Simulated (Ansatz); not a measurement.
`OB(O)[Te]C(F)(F)F` + CH₃NH₂ → `NB(O)O` + `C[Te]C(F)(F)F`  (formal exchange of groups at a B–Te bond)

Program: Ansatz. Geometries: PBE0-D4/def2-TZVP. ΔE: electronic, gas phase. CBS: MP2 limit from def2 TZ/QZ plus the TZ coupled-cluster correction, frozen cores. This one scheme is used for every species. DFT in def2-TZVPP. def2 core potentials past Kr. For Te outer-core shells are correlated without core-valence functions, which leaves a few kJ/mol of doubt a bond. Each species was taken in one conformer, which may not be the lowest.

Problem. Is it downhill or uphill in electronic energy at CCSD(T)/CBS, and by how much? (Best estimate.)

Solution. Computed: Downhill: ΔE = -99.3 kJ/mol.

Problem. What do these levels give: PBE-D4, PBE, r2SCAN, SCS-MP2/def2-TZVPP, HF/def2-QZVPP, HF/CBS(def2)? (Estimate.)

Solution. The calculation gave: PBE-D4 -86.9, PBE -88.8, r2SCAN -96.1, SCS-MP2/def2-TZVPP -98.4, HF/def2-QZVPP -107.7, HF/CBS(def2) -107.8 kJ/mol.

Largest T1 diagnostic among the species: 0.013.

In def2-TZVPP, CCSD(T) changes the Hartree–Fock value by +10.7 kJ/mol (the triples alone add +2.7 kJ/mol) and MP2 by +9.0 kJ/mol. From PBE to PBE0 (25 % exact exchange), in def2-TZVPP and without D4, ΔE moves by −4.5 kJ/mol. The D4 term adds +3.1 kJ/mol with B3LYP and +1.8 kJ/mol with PBE0; it sums over pairs of atoms, weighted by their polarisabilities, and B3LYP, whose exchange is more repulsive, gets the larger term.

B3LYP here is the variant with VWN-RPA as its local correlation; programs differ in this.
